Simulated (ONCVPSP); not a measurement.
# tantalum (Ta), ONCV: configuration errors across variants

```json
{
  "Element": "Ta",
  "Generator": "ONCVPSP 4.0.1",
  "Type": "optimised norm-conserving Vanderbilt (ONCV)",
  "Functional": "revPBE",
  "Relativity": "scalar-relativistic",
  "Frozen core": "[Kr] 4d10",
  "Valence charge": "27",
  "Reference configuration": "4f14 5s2 5p6 5d3 6s2",
  "Partial waves": "5s+6s: rc 1.95 bohr, ncon 4, nbas 7, qcut 4.7 1/bohr, 3 projectors, debl 1.1 Ha; 5p: rc 1.70 bohr, ncon 4, nbas 9, qcut 9.9 1/bohr, 2 projectors, debl 2.9 Ha; 5d: rc 2.20 bohr, ncon 4, nbas 8, qcut 8.1 1/bohr, 2 projectors, debl 3.1 Ha; 4f: rc 0.85 bohr, ncon 4, nbas 9, qcut 21.4 1/bohr, 1 projector",
  "Local potential": "polynomial inside 0.75 bohr (lpopt 4, dvloc0 0 Ha)",
  "Core correction": "polynomial model core, fcfact 0.35"
}
```

All-electron excitation energies from the reference (eV): (1) 4f14 5s2 5p6 5d3 6s1 8.393; (2) 4f14 5s2 5p6 5d3 6s0 23.225; (3) 4f14 5s2 5p6 5d2 6s0 46.717; (4) 4f14 5s2 5p5 5d3 6s2 44.942.

A true bound ghost makes a file unfit for plane-wave use even where its test errors are small: the radial tests pick states by their node count and pass the ghost by.

Errors AE − PS in meV (a dash: test not solved or not reliable):

```json
{"change": "base", "(1)": "-5.0", "(2)": "-18", "(3)": "-13", "(4)": "-55", "bound ghosts": "none", "GHOST(+) flags above zero": "s, p"}
{"change": "s: debl 0.2", "(1)": "-5.1", "(2)": "-18", "(3)": "-13", "(4)": "-56", "bound ghosts": "s", "GHOST(+) flags above zero": "s, p"}
{"change": "s: debl 0.35", "(1)": "-5.1", "(2)": "-18", "(3)": "-13", "(4)": "-56", "bound ghosts": "s", "GHOST(+) flags above zero": "s, p"}
{"change": "s: debl 0.9", "(1)": "-5.0", "(2)": "-18", "(3)": "-13", "(4)": "-55", "bound ghosts": "none", "GHOST(+) flags above zero": "s, p"}
{"change": "s: debl 1.75", "(1)": "-5.0", "(2)": "-18", "(3)": "-13", "(4)": "-55", "bound ghosts": "none", "GHOST(+) flags above zero": "s, p"}
{"change": "s: debl 2.65", "(1)": "-5.0", "(2)": "-18", "(3)": "-13", "(4)": "-55", "bound ghosts": "none", "GHOST(+) flags above zero": "s, p"}
{"change": "s: debl 5.05", "(1)": "-5.0", "(2)": "-18", "(3)": "-13", "(4)": "-56", "bound ghosts": "none", "GHOST(+) flags above zero": "s, p"}
```

(1) Give the same row for: s: debl 0.55.

## Answers

(1) -5.0, -18, -13, -56; bound ghosts: none; GHOST(+) flags above zero: s, p.
